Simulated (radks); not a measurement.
Results of a calculation; reference values are marked as such.
Problem. Valence configurations of Ag (all share [Kr]). Code: a radial shooting solver on a logarithmic mesh with Libxc functionals. Model: scalar-relativistic Kohn-Sham, r2SCAN, spin-polarised, spherical densities, finite nucleus; open shells are filled with parallel spins first (spin-orbit coupling, left out, can overturn this in heavy ions); meta-GGA in the generalised Kohn-Sham scheme; Fermi nuclear charge, rms radius 4.5454 fm. Order these by energy: 4d9.5 5s1 5p0.5; 4d9 5s2; 4d9.5 5s1.5; 4d8.5 5s1 5p1.5; 4d10 5s0.5 5p0.5; 4d10 5s1; 4d10 5p1; 4d9 5s0.5 5p1.5; 4d9 5s1 5p1.

Solution. From the lowest, in eV above it: 4d10 5s1 0.000; 4d10 5s0.5 5p0.5 2.030; 4d9.5 5s1.5 2.123; 4d9.5 5s1 5p0.5 3.696; 4d10 5p1 4.017; 4d9 5s2 4.476; 4d9 5s1 5p1 8.026; 4d9 5s0.5 5p1.5 10.550; 4d8.5 5s1 5p1.5 13.011. NIST lists [Kr] 4d10 5s1 as the ground configuration; this level of theory agrees among the configurations tried. The energies are those of spherical high-spin densities, not of single terms.
